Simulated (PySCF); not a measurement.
Species: F₂GeH₃P.
Cartesian coordinates in Å at the PBE0-D3(BJ)/def2-SVP level; atoms count from 1:
```xyz
7
F2GeH3P angstrom
F      1.740   -1.282   -0.443
P      1.112    0.072   -1.084
F      1.869    1.160   -0.148
Ge    -0.863    0.015    0.206
H     -0.465   -0.161    1.679
H     -1.629    1.334    0.007
H     -1.729   -1.166   -0.267
```

Computed, not measured: core-valence-separated Tamm–Dancoff BHandHLYP/aug-pcX-1 (pcseg-1 on H, def2-SVPD on Ge, def2-SVPD on P) in PySCF, non-relativistic, gas phase, PBE0-D3(BJ)/def2-SVP geometry. The energies are unshifted.

Give energies, oscillator strengths and core holes at the F K edge.

| E (eV) | f | core hole on | main final orbital |
| --- | --- | --- | --- |
| 684.20 | 0.0478 | F1/F3 | LUMO (2 roots, f summed) |
| 685.40 | 0.0212 | F1/F3 | LUMO+1 (2 roots, f summed) |
| 687.08 | 0.0161 | F1/F3 | LUMO+3 (2 roots, f summed) |
| 687.54 | 0.0087 | F1/F3 | LUMO+2 (2 roots, f summed) |
| 688.51 | 0.0105 | F1/F3 | LUMO+4 (2 roots, f summed) |

The first line with a tenth or more of the strongest one's intensity is at 684.20 eV (f = 0.048, sum of 2), with the hole on F1/F3 (phosphorus-bound fluorine). It is also the strongest listed.

Roots within 0.03 eV whose holes lie on the same, on equivalent or on shared atoms are summed into one line, and the highest roots are left out, as the search may have cut off their partners. Final orbitals are the ground state's empty Kohn–Sham orbitals.

The list ends where the root search ended, not at a threshold. Relativistic effects, spin–orbit coupling among them, are left out although an element past zinc is present.

The run took 4.4 s wall on one thread of an Arm Neoverse V2, shared host with 96 logical CPUs at a one-minute load of 25, and the process peaked at 0.62 GiB of memory.
